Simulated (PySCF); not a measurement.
Lowest empty level (eV) of eight silicon and germanium compounds: PBE beside r2SCAN, computed with PySCF for isolated molecules in the bases named; differences from unrounded values. The eight are the first of their class met in an unordered collection, after screening for sound electronic states; none was chosen by its value. Each molecule has one DFT geometry for both levels.

```csv
molecule,basis,r2SCAN,PBE,difference
"CH₃Cl₂NSi₂, SMILES C1[Si](Cl)(Cl)[SiH2]N=1",def2-TZVP,-2.69,-2.87,-0.17
"C₂H₃Cl₂FSi, SMILES F/C(=C/Cl)[SiH2]Cl",def2-TZVP,-2.08,-2.23,-0.15
"FH₅SSi₂, SMILES [SiH2](S[SiH3])F",def2-TZVP,-0.87,-1.24,-0.37
"C3H6FNSi, SMILES F[C@H]1C[SiH2]C=N1",def2-TZVP,-2.18,-2.35,-0.17
"CH7NOSi2, SMILES C1N[SiH2]O[SiH2]1",def2-TZVP,-0.30,-0.72,-0.42
"ClF2H3Si2, SMILES F[SiH](F)[SiH2]Cl",def2-TZVP,-1.75,-2.03,-0.28
"Si(F)2(Br)(OH) (BrF2HOSi), SMILES O[Si](F)(F)Br",def2-TZVP,-0.66,-1.20,-0.54
"C₂H₆N₂OSi, SMILES C[Si@@H](N)OC#N",def2-TZVP,0.07,-0.56,-0.62
```

PBE lies below r2SCAN in 8 and above it in 0 of the eight; the mean signed difference is -0.34 and the largest -0.62 eV.
